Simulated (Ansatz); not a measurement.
`C[SiH](Cl)B[SiH3]`. Total charge 0; spin multiplicity 1.

| atom | x (Å) | y (Å) | z (Å) |
| --- | --- | --- | --- |
| C1 | 0.3008 | 2.2277 | 0.8072 |
| Si2 | -0.4997 | 0.9535 | -0.2989 |
| Cl3 | 0.4531 | 1.0210 | -2.1416 |
| B4 | -0.4834 | -0.8997 | 0.4616 |
| Si5 | 0.2350 | -2.4796 | -0.5400 |
| H6 | 1.3497 | 1.9841 | 0.9879 |
| H7 | -0.2171 | 2.2665 | 1.7690 |
| H8 | 0.2533 | 3.2151 | 0.3436 |
| H9 | -1.9249 | 1.3156 | -0.5544 |
| H10 | -0.9012 | -1.0189 | 1.5792 |
| H11 | 1.7208 | -2.3240 | -0.4828 |
| H12 | -0.1716 | -2.4568 | -1.9710 |
| H13 | -0.1149 | -3.8046 | 0.0401 |

**Question.** What are the harmonic wavenumbers in cm⁻¹ at PBE0-D4/def2-TZVP (Ansatz, finite differences of forces, unscaled)? (Best estimate.)

**Answer.** Ansatz gave: 31, 45, 85, 162, 187, 209, 227, 354, 459, 519, 589, 617, 694, 713, 741, 759, 835, 863, 886, 918, 946, 951, 1271, 1442, 1450, 2183, 2185, 2217, 2223, 2607, 3053, 3141, 3147.

**Question.** Is this a minimum?

**Answer.** Yes, all 33 modes are real.

**Question.** Give the ideal-gas thermochemistry at 298.15 K and 1 bar (rigid rotor, harmonic oscillator; point group C1, symmetry number 1).

**Answer.** Zero-point energy 219.6 kJ/mol; H(298) − E = 247.0 kJ/mol; entropy 409.4 J/(mol·K), of which translation 168.8, rotation 120.2, vibration 120.4; G(298) − E = 124.9 kJ/mol. Modes under 100 cm⁻¹ are hindered rotations or soft bends, so the harmonic entropy is rough.
